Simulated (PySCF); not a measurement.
# Field gradients at the hydrogen positions

C9H9F.
Cartesian coordinates in Å at the GFN2-xTB level; atoms count from 1:
```
atom  x, y, z in Å
C1     3.5076   -0.0817    0.2807
C2     2.0420   -0.2214    0.5023
C3     1.1184    0.2049   -0.3561
C4    -0.3250    0.1022   -0.2013
C5    -0.9577   -0.3545    0.9571
C6    -2.3340   -0.4303    1.0457
C7    -3.1296   -0.0466   -0.0219
C8    -2.5381    0.4163   -1.1840
C9    -1.1614    0.4829   -1.2546
F10   -0.6094    0.9402   -2.4033
H11    3.7158    0.4210   -0.6605
H12    3.9574    0.4881    1.0944
H13    3.9820   -1.0633    0.2696
H14    1.7615   -0.7070    1.4270
H15    1.4421    0.6710   -1.2781
H16   -0.3570   -0.6473    1.8037
H17   -2.7919   -0.7890    1.9554
H18   -4.2048   -0.1031    0.0488
H19   -3.1277    0.7269   -2.0324
```

Level: PBE0/pcSseg-1 (PySCF, non-relativistic); Q(2H) = 0.00286 b; rigid geometry, the same for H and D, with no vibrational averaging.

Question: Rank these positions by the coupling χzz of a deuteron there, largest first.
A. H14 (vinylic hydrogen)
B. H13 (methyl hydrogen)
C. H15 (vinylic hydrogen)

Answer: A (219 kHz), C (213 kHz), B (208 kHz).

What are Vzz, η and χzz (234.96 MHz × Q × Vzz) at all hydrogens?

```
atom  bonded to  bond length (Å)  Vzz (au)     η  χzz (kHz)
 H11         C1            1.087    0.3141  0.03        211
 H12         C1            1.090    0.3099  0.02        208
 H13         C1            1.090    0.3100  0.02        208
 H14         C2            1.081    0.3260  0.06        219
 H15         C3            1.083    0.3171  0.08        213
 H16         C5            1.079    0.3296  0.07        221
 H17         C6            1.080    0.3277  0.07        220
 H18         C7            1.079    0.3290  0.06        221
 H19         C8            1.079    0.3291  0.07        221
```

How does χzz go with the bond length over the 9 C–H bonds?

A straight-line fit has a slope of -11.3 kHz for each 0.01 Å, with a correlation coefficient of -0.97, over lengths from 1.079 to 1.090 Å. The longer bonds have the smaller couplings here.

Give the 2H NMR doublet splittings at H11 for a magnetic field along the z, y and x axes of the gradient: 3χ/2, 3χ(1 + η)/4, 3χ(1 − η)/4.

With |χ| = 211.1 kHz and η = 0.030: 317, 163 and 153 kHz, to first order and without motion.

One conformer (not necessarily the lowest) at the GFN2-xTB geometry, without solvent, vibrations or thermal averaging. GFN2-xTB bond lengths can be off by several hundredths of an ångström, more for odd bonds, and the gradients follow them. These gradients aren't converged with respect to the basis.

These values come from a run that also computed NMR shieldings. On one thread of an x86-64 server, no GPU, shared host, this took 28 s wall.
